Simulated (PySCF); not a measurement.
## Correlation energy of Ni⁺ (nickel, charge +1)

Starting occupation: [Ar] 3d9, 3d3/2 with m_j = -1/2, +1/2, +3/2, 3d5/2 with m_j = -5/2, -3/2, -1/2, +1/2, +3/2, +5/2. Computed with PySCF 2.14 in x2c-SVPall-2c with one added diffuse shell each of s, d type (6s5p4d1f, 48 functions), with X2C-1e with screened-nucleus spin-orbit coupling, Gaussian nucleus. Frozen: [Ne]; 17 electrons correlated; the 6 highest virtual spinors left out.

MP2 pair energies summed by pair of shells (mhartree):

```tsv
pair	energy	share (%)
3d-3d	-251.53	60.6
3d-3p	-102.31	24.7
3p-3p	-39.39	9.5
3d-3s	-12.87	3.1
3p-3s	-7.07	1.7
3s-3s	-1.81	0.4
```

Total MP2 correlation energy: -414.98 mhartree.

The GHF reference relaxed away from the jj start to a determinant that is no pure jj level (⟨S²⟩ = 0.75, ⟨J²⟩ = 3.80); the energies belong to that determinant.

This basis was not built for core-valence correlation, so the inner-shell part is incomplete.
